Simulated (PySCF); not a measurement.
HO2, SMILES [O]O (connectivity only; charge and spin as stated), charge -1, multiplicity 1. Heavy atoms are numbered as in [O:1][OH:2]. Hydrogens are named by the atom that carries them.

Geometry optimised at r2SCAN-D4/def2-TZVPD. The multiplicity is an assumed one; other spin states were not compared. The isomer is the one that the SMILES or the coordinates give; other isomers of the formula were not compared.

Calculation: HF/def2-TZVPD in PySCF.

Mulliken values depend strongly on the basis, most of all with diffuse functions as here. ESP charges are fitted to the potential on shells at 1.4 to 2.0 van der Waals radii. Atomic charges (e), one atom of each kind:

| atom | IAO | ESP fit | Mulliken |
|---|---|---|---|
| O1 | -0.73 | -0.69 | -0.73 |
| O2 (OH) | -0.59 | -0.63 | -0.53 |
| H on O2 | 0.32 | 0.33 | 0.26 |
